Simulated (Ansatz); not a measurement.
Ansatz results at the PBE0-D4/def2-TZVP geometry: ideal-gas entropy at 298 K and 1 bar (rigid rotor, harmonic PBE0-D4/def2-TZVP) 375 J/(mol·K); zero-point energy (PBE0-D4/def2-TZVP) 157.5 kJ/mol; LUMO energy (B3LYP/def2-TZVPP) -1.88 eV.

Each molecule was computed in one conformer, which needn't be the lowest.

Problem. Which molecule gave them?
A. `F[Si]N([SiH3])[SiH3]`
B. `S[Si]Br`
C. `[SiH3]N([SiH3])[Si]S`
D. `CC(C)[Si]Cl`

Solution. A. The others give `CC(C)[Si]Cl`: 359, 248.0, -2.60; `[SiH3]N([SiH3])[Si]S`: 401, 175.7, -1.93; `S[Si]Br`: 305, 29.3, -2.74.

B3LYP here is the variant with VWN-RPA as its local correlation; programs differ in this.
